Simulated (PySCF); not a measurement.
# AsN: frontier orbitals

PBE0 at R = 1.604 Å; PySCF, scalar-relativistic core potentials, basis sets As cc-pVTZ-PP with ECP10, N cc-pVTZ. State: ¹Σ⁺ (singlet), closed shell. Only the outer orbitals are listed, counted within each symmetry, core potentials removing the inner ones.

| orbital | occ. | ε (eV) | on As (%) | main shells (%) |
| --- | --- | --- | --- | --- |
| 5σ | 2 | -23.12 | 36 | 59 N s, 27 As s |
| 6σ | 2 | -14.37 | 70 | 59 As s, 23 N s, 10 As p |
| 3π | 2 | -8.82 | 46 | 53 N p, 44 As p |
| 3π | 2 | -8.82 | 46 | 53 N p, 44 As p |
| 7σ | 2 | -8.76 | 36 | 57 N p, 25 As p, 10 As s |
| 4π | 0 | -2.35 | 63 | 56 As p, 37 N p |
| 4π | 0 | -2.35 | 63 | 56 As p, 37 N p |

Task: Which are the highest filled and the lowest empty level, where do they sit, and how wide is the gap?

Result: Highest filled 7σ at -8.76 eV (in %: 57 N p, 25 As p, 10 As s); lowest empty 4π at -2.35 eV (in %: 56 As p, 37 N p); the gap at PBE0 is 6.41 eV.

```json
{
  "bond order (Mayer)": "2.98",
  "⟨S²⟩": "0.000",
  "charge on As (Mulliken, basis-dependent)": "0.35",
  "charge on As (Löwdin, basis-dependent)": "0.37",
  "dipole moment (positive dipole means As(−)N(+))": "-3.03 D",
  "polarisability along the bond": "39.2 bohr³",
  "polarisability across the bond": "23.2 bohr³"
}
```
